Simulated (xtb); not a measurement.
A run for xtb: GFN2-xTB on CoSb, 2S+1 = 5, a spin state set in the input, which need not be the lowest, a point of a bond scan (R = 2.278 Å).

```
$ xtb mol.xyz --gfn 2 --sp --chrg 0 --uhf 4
2

Co     0.00000000     0.00000000     0.00000000
Sb     0.00000000     0.00000000     2.27807900
```

The head of its log:

```
[...]
           -------------------------------------------------
          |                Calculation Setup                |
           -------------------------------------------------



           -------------------------------------------------
          |                 G F N 2 - x T B                 |
           -------------------------------------------------

        Reference                      10.1021/acs.jctc.8b01176
      * Hamiltonian:
        H0-scaling (s, p, d)           1.850000    2.230000    2.230000
        zeta-weighting                 0.500000
      * Dispersion:
        s8                             2.700000
        a1                             0.520000
        a2                             5.000000
        s9                             5.000000
      * Repulsion:
        kExp                           1.500000    1.000000
        rExp                           1.000000
      * Coulomb:
        alpha                          2.000000
        third order                    shell-resolved
        anisotropic                    true
        a3                             3.000000
        a5                             4.000000
        cn-shift                       1.200000
        cn-exp                         4.000000
        max-rad                        5.000000


          ...................................................
          :                      SETUP                      :
          :.................................................:
          :  # basis functions                  20          :
          :  # atomic orbitals                  18          :
          :  # shells                            6          :
          :  # electrons                        14          :
          :  max. iterations                   250          :
          :  Hamiltonian                  GFN2-xTB          :
          :  restarted?                      false          :
          :  GBSA solvation                  false          :
          :  PC potential                    false          :
          :  electronic temp.          300.0000000     K    :
          :  accuracy                    1.0000000          :
          :  -> integral cutoff          0.2500000E+02      :
          :  -> integral neglect         0.1000000E-07      :
          :  -> SCF convergence          0.1000000E-05 Eh   :
          :  -> wf. convergence          0.1000000E-03 e    :
          :  Broyden damping             0.4000000          :
          :  net charge                          0          :
          :  unpaired electrons                  4          :
          ...................................................

 iter      E             dE          RMSdq      gap      omega  full diag
   1     -5.0112076 -0.501121E+01  0.342E+01    1.39       0.0  T
   2     -4.5250895  0.486118E+00  0.320E+01    3.29       1.0  T
```

Question: Predict the final total energy.

Answer: -5.7238 hartree.
